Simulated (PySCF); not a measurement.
Relaxation of triplet PdO(OH)₂

These are results of UPBE in PySCF with Pd def2-SVP with ECP28, O def2-SVP, H def2-SVP; scalar-relativistic core potentials, no spin–orbit coupling; density-fitted integrals, not measurements. A (50,194) grid was used.

A hand-made PBE0 minimum (heavy-atom frame) start, of Cs symmetry, held to at least that symmetry:

Coordinates in bohr (charge 0 multiplicity 3):
```
Pd    0.2750   -0.2605    0.0000
O     3.0282    1.7030    0.0000
O    -2.1614    2.4917    0.0000
O    -2.3599   -2.6066    0.0000
H    -1.1675    4.0266    0.0000
H    -4.0305   -1.8584    0.0000
```

(1) What forces act on the atoms at the start (eV/Å)?

(2) What does it relax to?

(3) How much energy is released, and in how many steps?

Answers

(1) 
```csv
atom,Fx,Fy,Fz
Pd1,0.80,0.19,0.00
O2,0.19,-0.04,0.00
O3,-0.78,-0.14,0.00
O4,-0.02,-0.66,0.00
H5,0.39,0.48,0.00
H6,-0.57,0.17,0.00
```

(2) It ends at Cs with O–H 0.981 Å (×2), Pd–O 1.789 Å, Pd–O 1.898 Å, Pd–O 1.975 Å; H–O–Pd 103.9°, H–O–Pd 115.5°, O–Pd–O 90.4°, O–Pd–O 98.8°, O–Pd–O 170.8° (after a last refinement on a finer grid). A frequency run shows 1 imaginary mode, down to 392i cm⁻¹, so it is a saddle point. Other isomers or separated fragments may lie lower.

(3) 3.3 kJ/mol in 7 steps.

Open d and f shells are described by one determinant, and the ground state may have another occupation or spin.
